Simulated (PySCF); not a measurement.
Can point charges reproduce the dipole moment of `C[Si@H]([SiH3])[Si@@H](C)[SiH3]`?

Coordinates (GFN2-xTB, Å) and charges (e) from the PBE0/pcSseg-1 density (PySCF):

| atom | x | y | z | Mulliken | IAO | Hirshfeld | ESP-fitted |
| --- | --- | --- | --- | --- | --- | --- | --- |
| C1 | 1.393 | 1.842 | -1.375 | -0.5917 | -0.6856 | -0.2113 | -0.5443 |
| Si2 | 0.892 | 0.784 | 0.133 | +0.1155 | +0.3234 | +0.1888 | +0.3346 |
| Si3 | 2.722 | -0.447 | 0.866 | +0.2315 | +0.2868 | +0.2113 | +0.1555 |
| Si4 | -1.065 | -0.384 | -0.414 | +0.1237 | +0.3247 | +0.1894 | +0.2712 |
| C5 | -0.896 | -2.130 | 0.340 | -0.6071 | -0.6868 | -0.2134 | -0.5524 |
| Si6 | -3.097 | 0.520 | 0.260 | +0.2494 | +0.2907 | +0.2095 | +0.1706 |
| H7 | 2.253 | 2.469 | -1.161 | +0.1445 | +0.1554 | +0.0415 | +0.1486 |
| H8 | 0.581 | 2.495 | -1.679 | +0.1458 | +0.1568 | +0.0424 | +0.1311 |
| H9 | 1.645 | 1.217 | -2.228 | +0.1416 | +0.1528 | +0.0386 | +0.1218 |
| H10 | 0.550 | 1.779 | 1.179 | -0.0159 | -0.0981 | -0.0843 | -0.1348 |
| H11 | 2.347 | -1.296 | 2.002 | -0.0607 | -0.1002 | -0.0772 | -0.0820 |
| H12 | 3.871 | 0.346 | 1.314 | -0.0535 | -0.0903 | -0.0702 | -0.0543 |
| H13 | 3.236 | -1.351 | -0.170 | -0.0630 | -0.1003 | -0.0771 | -0.0652 |
| H14 | -1.110 | -0.619 | -1.878 | -0.0171 | -0.0968 | -0.0809 | -0.1034 |
| H15 | -0.847 | -2.082 | 1.425 | +0.1424 | +0.1515 | +0.0379 | +0.1290 |
| H16 | -1.742 | -2.760 | 0.080 | +0.1455 | +0.1552 | +0.0407 | +0.1490 |
| H17 | 0.004 | -2.633 | -0.004 | +0.1540 | +0.1545 | +0.0409 | +0.1364 |
| H18 | -3.430 | 1.741 | -0.480 | -0.0628 | -0.0993 | -0.0772 | -0.0779 |
| H19 | -3.063 | 0.895 | 1.678 | -0.0639 | -0.1001 | -0.0777 | -0.0789 |
| H20 | -4.251 | -0.374 | 0.109 | -0.0583 | -0.0942 | -0.0718 | -0.0546 |

Task: Compute μ = Σ q r for each scheme (1 e·Å = 4.803 D) and compare with the dipole of the full density.

Result: The full density gives (0.25, -0.14, -0.39) D, 0.48 D in size; dipole vectors point from the negative to the positive end.

```csv
scheme,μx,μy,μz,size (D),share of the full size (%),angle to the full dipole (°)
Mulliken,-0.32,0.22,0.34,0.51,106,167
IAO,-0.15,0.26,0.09,0.31,65,135
Hirshfeld,0.08,0.07,-0.14,0.18,36,40
ESP-fitted,0.25,-0.15,-0.42,0.51,106,2
```

Task: Which set comes closest?

Result: Length of the difference vector: ESP-fitted 0.03 D, Hirshfeld 0.37 D, IAO 0.74 D, Mulliken 0.99 D. Closest: ESP-fitted. ESP charges are fitted to the potential around the molecule, whose slowest-falling term is the dipole's. The schemes that divide the density aren't constrained to reproduce the dipole.

Task: What is left for the Hirshfeld atoms' own dipoles?

Result: The Hirshfeld atoms' densities add up to the full density, so μ = Σ q r + Σ (atomic dipoles). The atomic dipoles sum to (0.25, -0.14, -0.39) − (0.08, 0.07, -0.14) = (0.17, -0.21, -0.25) D, 0.37 D in size.

Task: With the origin at the mean of the coordinates, (0.000, 0.001, 0.000) Å, which are the largest single terms, by size, of the IAO dipole along the direction of the full one?

Result: C1 -4.29, Si6 -2.73, H9 +1.69, H19 +1.53, Si3 +1.15 D; all 20 atoms together -0.22 D. The single terms depend on the origin, their sum doesn't.

Task: Give the size of the full dipole in other units.

Result: 0.48 D = 0.190 au = 0.101 e·Å = 1.61 × 10⁻³⁰ C·m.

Geometry: GFN2-xTB, one conformer, isolated molecule.

The run behind these numbers computed NMR shieldings as well. The run took 39 s of wall time on one thread of an Arm Neoverse V1, no GPU, shared host with 32 logical CPUs at a one-minute load of 28, and the process peaked at 0.92 GiB of memory.

The values belong to the conformer `[CH3:1][Si@H:2]([SiH3:3])[Si@@H:4]([CH3:5])[SiH3:6]`: C1–Si2–Si4–C5 141°.
